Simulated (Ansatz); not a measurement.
One change: `C[N](C)[Sc]([NH2])[N](C)C` becomes `C[N](C)[Sc]([Cl])[N](C)C`.

Ansatz, PBE0-D4/def2-TZVP geometries, multiplicity 1. Each molecule was computed in one conformer, which needn't be the lowest.

Scalar relativity is left out up to krypton.

| property | `C[N](C)[Sc]([NH2])[N](C)C` |
| --- | --- |
| HOMO–LUMO gap (PBE0/def2-TZVPP) / eV | 4.74 |
| HOMO energy (PBE/def2-TZVPP) / eV | -4.54 |
| HOMO energy (B3LYP/def2-TZVPP) / eV | -5.57 |
| LUMO energy (ωB97M-V/def2-TZVPP) / eV | 0.35 |
| HOMO energy (PBE0/def2-TZVPP) / eV | -5.75 |
| LUMO energy (B3LYP/def2-TZVPP) / eV | -1.34 |

(1) Give the same properties after the change, and the shifts. (An estimate is asked.)

Results:

(1) Computed: 
| property | `C[N](C)[Sc]([Cl])[N](C)C` | shift |
| --- | --- | --- |
| HOMO–LUMO gap (PBE0/def2-TZVPP) / eV | 4.70 | -0.04 |
| HOMO energy (PBE/def2-TZVPP) / eV | -5.03 | -0.49 |
| HOMO energy (B3LYP/def2-TZVPP) / eV | -6.05 | -0.48 |
| LUMO energy (ωB97M-V/def2-TZVPP) / eV | -0.07 | -0.42 |
| HOMO energy (PBE0/def2-TZVPP) / eV | -6.24 | -0.49 |
| LUMO energy (B3LYP/def2-TZVPP) / eV | -1.89 | -0.55 |

With PBE0 the HOMO falls by 0.49 eV and the LUMO falls by 0.54 eV, so the gap narrows by about 0.05 eV. PBE moves the HOMO by -0.49 eV and ωB97M-V by -0.48 eV.

Positive LUMOs are unbound, so they and the gaps depend on the basis.

B3LYP here is the variant with VWN-RPA as its local correlation; programs differ in this.
